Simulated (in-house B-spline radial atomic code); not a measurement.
Ionisation energies along the 6-electron series, configuration [He] 2s2 2p2, as differences of self-consistent energies. NIST's values go from ground level to ground level; the uncertainty of those that are theory runs from under 0.1 % in few-electron ions to several per cent in heavy many-electron ones. Computed with an all-electron radial atomic-structure program (B-spline basis): non-relativistic Hartree-Fock, average of the configuration, point nuclei.

This level leaves out relativity, spin-orbit splitting included, which matters for heavy ions.

| ion | configuration after | ionisation energy (eV) | IE/(q+1)² (eV) | -ε less Coulomb ΔSCF (eV) | tabulated value (eV) | tabulated kind | computed minus tabulated (eV) |
| --- | --- | --- | --- | --- | --- | --- | --- |
| Ru38+ | [He] 2s2 2p1 | 5500.0 | 3.616 | 1.1525 | 5647 | semi-empirical | -147 |
| Rh39+ | [He] 2s2 2p1 | 5777.2 | 3.6107 | 1.1527 | 5940 | semi-empirical | -163 |
| Pd40+ | [He] 2s2 2p1 | 6061.2 | 3.6057 | 1.1529 | 6242 | semi-empirical | -181 |
| Ag41+ | [He] 2s2 2p1 | 6352.0 | 3.6009 | 1.1531 | 6551 | semi-empirical | -199 |
| Cd42+ | [He] 2s2 2p1 | 6649.6 | 3.5963 | 1.1533 | 6869 | semi-empirical | -219 |
| In43+ | [He] 2s2 2p1 | 6954.0 | 3.5919 | 1.1535 | 7196 | semi-empirical | -242 |
| Sn44+ | [He] 2s2 2p1 | ? | ? | ? | ? | semi-empirical | ? |
| Sb45+ | [He] 2s2 2p1 | 7583.2 | 3.5837 | 1.1538 | 7887 | tabulated theory | -304 |
| Te46+ | [He] 2s2 2p1 | ? | ? | ? | ? | tabulated theory | ? |
| I47+ | [He] 2s2 2p1 | 8239.6 | 3.5762 | 1.1542 | 8601 | tabulated theory | -361 |
| Xe48+ | [He] 2s2 2p1 | 8578.1 | 3.5727 | 1.1543 | 8971 | tabulated theory | -393 |
| Cs49+ | [He] 2s2 2p1 | 8923.3 | 3.5693 | 1.1544 | 9350 | tabulated theory | -427 |
| Ba50+ | [He] 2s2 2p1 | 9275.3 | 3.5661 | 1.1546 | 9739 | tabulated theory | -464 |
| La51+ | [He] 2s2 2p1 | 9634.1 | 3.5629 | 1.1547 | 10136 | tabulated theory | -502 |
| Ce52+ | [He] 2s2 2p1 | 9999.8 | 3.5599 | 1.1549 | 10542 | tabulated theory | -542 |
| Pr53+ | [He] 2s2 2p1 | ? | ? | ? | ? | tabulated theory | ? |
| Nd54+ | [He] 2s2 2p1 | 10751.4 | 3.5542 | 1.1551 | 11384 | tabulated theory | -633 |
| Pm55+ | [He] 2s2 2p1 | 11137.5 | 3.5515 | 1.1552 | 11819 | tabulated theory | -682 |
| Sm56+ | [He] 2s2 2p1 | 11530.3 | 3.5489 | 1.1553 | 12264 | tabulated theory | -734 |
| Eu57+ | [He] 2s2 2p1 | 11930.0 | 3.5464 | 1.1555 | 12718 | tabulated theory | -788 |
| Gd58+ | [He] 2s2 2p1 | 12336.4 | 3.5439 | 1.1556 | 13183 | tabulated theory | -847 |
| Tb59+ | [He] 2s2 2p1 | 12749.7 | 3.5416 | 1.1557 | 13658 | tabulated theory | -908 |
| Dy60+ | [He] 2s2 2p1 | 13169.7 | 3.5393 | 1.1558 | 14144 | tabulated theory | -974 |

Fill in the row of Sn44+.

ionisation energy (eV): 7265.2; IE/(q+1)² (eV): 3.5877; -ε less Coulomb ΔSCF (eV): 1.1537; tabulated value (eV): 7531; computed minus tabulated (eV): -266.

Fill in the row of Te46+.

ionisation energy (eV): 7908.0; IE/(q+1)² (eV): 3.5799; -ε less Coulomb ΔSCF (eV): 1.154; tabulated value (eV): 8240; computed minus tabulated (eV): -332.

Fill in the row of Pr53+.

ionisation energy (eV): 10372.2; IE/(q+1)² (eV): 3.557; -ε less Coulomb ΔSCF (eV): 1.155; tabulated value (eV): 10959; computed minus tabulated (eV): -587.

How far is this level of theory from the measured and semi-empirical values?

Over those 7 rows the differences run from -266 to -147 eV (mean absolute value 200 eV). The calculation leaves out relativity, correlation and, in open shells, the multiplet splittings that an average leaves out.
